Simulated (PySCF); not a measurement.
# Spinor energies of C⁴⁺ (carbon, charge +4)

Start: 1s2. Calculated with PySCF 2.14 in x2c-TZVPPall-2c with one added diffuse shell each of s, p, d type (6s4p3d1f, 40 functions): generalised Hartree-Fock with the X2C-1e Hamiltonian and a Gaussian nucleus; spin-orbit coupling (SO) screened by Boettger's factors.

| spinor shell | electrons | ε, screened SO (eV) | weight of nominal j (screened SO) | rms radius, screened SO (bohr) |
| --- | --- | --- | --- | --- |
| 1s1/2 | 2 | -392.46 | 1.000 | 0.309 |

```
   quantity  screened SO
E (hartree)    -32.37423
        M_J            0
       ⟨J²⟩        0.000
       ⟨L²⟩        0.000
       ⟨S²⟩        0.000
```
